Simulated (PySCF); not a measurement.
SMILES O=C(O)CCO[SiH3] (C3H8O3Si) (GFN2-xTB optimised geometry):

```
15

O     -0.686    -2.212    -0.025
C     -0.044    -1.199     0.000
O      1.295    -1.199     0.000
C     -0.629     0.192     0.000
C      0.221     1.212     0.761
O      0.223     0.992     2.134
Si     0.915    -0.169     3.029
H      1.630    -2.110     0.005
H     -0.717     0.510    -1.042
H     -1.630     0.137     0.430
H     -0.199     2.212     0.603
H      1.246     1.195     0.374
H      2.343    -0.297     2.725
H      0.644     0.389     4.343
H      0.282    -1.476     2.833
```

Computed with PBE/def2-TZVP run with PySCF.

### Question
What are the frontier orbital energies and the dipole moment?

### Answer
HOMO-2 -7.26 eV, HOMO-1 -6.79 eV, HOMO -6.42 eV, LUMO -1.20 eV, LUMO+1 -0.49 eV; dipole moment 1.96 D.

Meta-Löwdin charges at PBE/def2-TZVP: O1 -0.43, C2 0.49, O3 -0.44, C4 -0.27, C5 0.00, O6 -0.59, Si7 0.69, H8 0.35, H9 0.15, H10 0.14, H11 0.12, H12 0.11, H13 -0.12, H14 -0.09, H15 -0.11.
